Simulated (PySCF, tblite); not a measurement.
Isomers of C8H14Si, one GFN2-xTB conformer each. Single-point energies are computed at PBE0/pcSseg-1 (PySCF, gas phase, no added dispersion term), electronic only.

**Question.** Rank them by PBE0/pcSseg-1 energy, lowest first (kcal/mol).
A. `[CH3:1][CH2:2][C:3]1=[CH:4][C@@H:5]2[CH2:6][SiH2:7][C@H:8]1[CH2:9]2` with C1–C2–C3–C4 4°
B. `[CH:1]#[C:2][CH2:3]/[C:4]([SiH3:5])=[CH:6]/[CH2:7][CH2:8][CH3:9]` with C2–C3–C4–Si5 -64°, C4–C6–C7–C8 -105°, C6–C7–C8–C9 179°
C. `[CH3:1][C:2]1=[CH:3][C@@H:4]1[C@@:5]1([CH3:6])[CH2:7][CH2:8][SiH2:9]1` with C3–C4–C5–C6 91°
D. `[CH:1]#[C:2][CH2:3]/[C:4]([SiH3:5])=[CH:6]\[CH2:7][CH2:8][CH3:9]` with C2–C3–C4–Si5 107°, C4–C6–C7–C8 -117°, C6–C7–C8–C9 67°
E. `[SiH3:1][CH2:2][C@@H:3]1[CH2:4][C@@H:5]2[CH:6]=[CH:7][C@H:8]1[CH2:9]2` with Si1–C2–C3–C4 177°
F. `[CH2:1]=[CH:2][CH2:3][C@@:4]1([CH:5]=[CH2:6])[SiH2:7][C@@H:8]1[CH3:9]` with C1–C2–C3–C4 -118°, C2–C3–C4–C5 -78°, C3–C4–C5–C6 3°

**Answer.** A (0.0), E (14.3), F (52.6), B (56.8), D (57.3), C (61.7).

As drawn, the highest has a three-membered ring and a four-membered ring, which the lowest lacks. Neighbours under 2.5 kcal/mol apart (C#CC/C([SiH3])=C/CCC and C#CC/C([SiH3])=C\CCC) can change places with a better method, another conformer or zero-point energy. C#CC/C([SiH3])=C/CCC and C#CC/C([SiH3])=C\CCC are stereoisomers, 0.5 kcal/mol apart in the conformers taken. GFN2-xTB itself gives, in the same order: 1.1, 0.0, 61.9, 50.5, 51.1, 60.1. GFN2-xTB puts [SiH3]C[C@@H]1C[C@@H]2C=C[C@H]1C2 lowest instead; measured from each level's own lowest isomer, the values differ by up to 14.3 kcal/mol ([SiH3]C[C@@H]1C[C@@H]2C=C[C@H]1C2: 0.0 against 14.3).

**Question.** Which frontier levels, dipoles and rotational constants go with these structures?

**Answer.** 
```
                           SMILES  HOMO (eV, PBE0/pcSseg-1)  LUMO (eV)  dipole (D)       A, B, C (MHz)
     CCC1=C[C@@H]2C[SiH2][C@H]1C2                     -6.44       0.59        0.32   2398, 1083, 983.7
[SiH3]C[C@@H]1C[C@@H]2C=C[C@H]1C2                     -6.92       0.34        0.85  2956, 924.6, 879.3
    C=CC[C@@]1(C=C)[SiH2][C@@H]1C                     -6.20      -0.05        0.87   1763, 1083, 824.1
             C#CC/C([SiH3])=C/CCC                     -7.28      -0.26        1.21  2792, 600.1, 537.0
             C#CC/C([SiH3])=C\CCC                     -7.23      -0.21        1.11  1424, 926.8, 660.0
   CC1=C[C@@H]1[C@@]1(C)CC[SiH2]1                     -6.76       0.13        0.93   1862, 1185, 990.9
```

**Question.** What happens when harmonic zero-point energies from GFN2-xTB frequencies are added?

**Answer.** 
```csv
SMILES,ZPE (kcal/mol),electronic (kcal/mol),with ZPE (kcal/mol)
CCC1=C[C@@H]2C[SiH2][C@H]1C2,122.0,0.0,0.0
[SiH3]C[C@@H]1C[C@@H]2C=C[C@H]1C2,120.7,14.3,13.1
C=CC[C@@]1(C=C)[SiH2][C@@H]1C,118.6,52.6,49.3
C#CC/C([SiH3])=C/CCC,116.6,56.8,51.4
C#CC/C([SiH3])=C\CCC,116.7,57.3,52.0
CC1=C[C@@H]1[C@@]1(C)CC[SiH2]1,118.8,61.7,58.6
```

The zero-point energies span 5.4 kcal/mol. The order is unchanged.
